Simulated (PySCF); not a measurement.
`InChI=1S/As2GeH6/c1-3-2/h1-3H2`

Geometry:
| atom | x (Å) | y (Å) | z (Å) |
| --- | --- | --- | --- |
| As1 | 2.064 | -0.103 | -0.441 |
| Ge2 | -0.106 | 0.934 | -0.283 |
| As3 | -2.034 | -0.288 | 0.491 |
| H4 | 1.439 | -1.420 | -0.819 |
| H5 | 1.988 | -0.517 | 1.005 |
| H6 | -0.449 | 1.573 | -1.634 |
| H7 | 0.033 | 2.215 | 0.548 |
| H8 | -1.712 | -1.423 | -0.445 |
| H9 | -1.208 | -0.967 | 1.552 |

Computed with GIAO wB97X-D/3-21G magnetisability, rotational g tensor and spin-rotation constants, non-relativistic, gas phase in PySCF. Geometry: GFN2-xTB.

The calculation is non-relativistic, which matters for the atoms heavier than Zn.

Task: What are the magnetisability and the molar susceptibility?

Result: Isotropic -1666 × 10⁻³⁰ J/T², or -100.3 × 10⁻⁶ cm³/mol; principal values -1689, -1667, -1643 × 10⁻³⁰ J/T², anisotropy 40 × 10⁻³⁰ J/T² (root of half the summed squared differences of the principal values). The susceptibility is in cgs units.

Task: Split it along the inertial axes a, b, c into diamagnetic and paramagnetic parts about the centre of mass, with the quadrupole moment.

Result: 
| axis | χ (10⁻⁶ cm³/mol) | diamagnetic (10⁻⁶ cm³/mol) | paramagnetic (10⁻⁶ cm³/mol) | summed x² of all electrons (Å²) | quadrupole Θ (D Å) |
| --- | --- | --- | --- | --- | --- |
| a | -100.4 | -316.9 | 216.5 | 315.8 | -7.36 |
| b | -99.0 | -1421.1 | 1322.1 | 55.6 | +2.88 |
| c | -101.6 | -1575.6 | 1474.1 | 19.1 | +4.48 |

Anisotropies 2χaa − χbb − χcc = -0.3 and 2χbb − χaa − χcc = +4.1 × 10⁻⁶ cm³/mol. Θ is traceless in Buckingham's convention.

Task: And the rotational g tensor?

Result: 
```tsv
axis	rotational constant (GHz)	g	nuclear part	electronic part
a	5.6520	-0.0059	0.5690	-0.5749
b	0.7429	-0.0034	0.4580	-0.4614
c	0.6691	-0.0025	0.4608	-0.4633
```
Asymmetric top; isotopes 75As, 74Ge, 1H; no vibrational averaging.
